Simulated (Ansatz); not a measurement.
Reaction (cleavage of the Si–Si bond): `F[Si](F)([SiH3])[SiH3]` + H–F → `F[Si](F)(F)[SiH3]` + SiH₄

Computed with Ansatz on PBE0-D4/def2-TZVP structures; ΔE is electronic, products minus reactants. CCSD(T)/CBS is the MP2 limit (def2-TZVPP, def2-QZVPP) plus CCSD(T) − MP2 in def2-TZVPP, frozen cores. This one scheme is used for every species. DFT in def2-TZVPP. B3LYP here is the variant with VWN-RPA as its local correlation; programs differ in this. HSE06 is defined as in plane-wave codes.

`F[Si](F)([SiH3])[SiH3]`:

```xyz
11

F    -2.069    0.466   -0.705
Si   -0.555    0.636   -0.217
F    -0.264    2.210   -0.206
Si   -0.393   -0.162    1.988
Si    0.855   -0.367   -1.808
H    -0.706   -1.616    2.000
H     0.999    0.035    2.472
H    -1.339    0.560    2.877
H     0.559   -1.823   -1.865
H     0.645    0.239   -3.149
H     2.269   -0.178   -1.388
```

H–F:

```xyz
2

F    -0.282   -0.301   -0.204
H     0.282    0.301    0.204
```

`F[Si](F)(F)[SiH3]`:

Z-matrix (Å, degrees):
```
Si
F 1 1.582
F 1 1.582 2 107.0
F 1 1.582 2 107.0 3 -114.3
Si 1 2.328 2 111.9 3 122.8
H 5 1.484 1 108.7 2 -60.0
H 5 1.484 1 108.7 2 60.0
H 5 1.484 1 108.7 2 -180.0
```

SiH₄:

Z-matrix (Å, degrees):
```
Si
H 1 1.485
H 1 1.485 2 109.5
H 1 1.485 2 109.5 3 -120.0
H 1 1.485 2 109.5 3 120.0
```

```csv
level,ΔE (kJ/mol),difference from CCSD(T)/CBS
PBE-D4,-145.6,23.8
r2SCANh-D4,-171.3,-1.9
r2SCAN0-D4,-172.2,-2.8
HSE06-D4,-152.8,16.6
BHLYP-D4,-179.0,-9.6
B2PLYP,-179.6,-10.2
PBE-QIDH,-169.0,0.4
revPBE,-149.7,19.7
BLYP,-172.3,-2.9
B3LYP,-176.9,-7.5
r2SCAN0,-174.1,-4.7
LC-ωPBE,-167.1,2.3
RPA@PBE/def2-TZVPP,-173.5,-4.1
CCSD(T)/def2-SVP,-169.8,-0.4
MP2/def2-TZVPP,-178.1,-8.7
CCSD/CBS(def2),-173.5,-4.1
CCSD(T)/CBS,-169.4,0
```

Largest T1 diagnostic among the species: 0.013.

From PBE to PBE0 (25 % exact exchange), in def2-TZVPP and without D4, ΔE moves by −7.2 kJ/mol. The D4 term adds +8.2 kJ/mol with B3LYP and +4.8 kJ/mol with PBE0; it sums over pairs of atoms, weighted by their polarisabilities, and B3LYP, whose exchange is more repulsive, gets the larger term.

CCSD(T)/CBS has its own doubt, a few kJ/mol and more with outer-core shells, so smaller differences from it don't rank the levels.
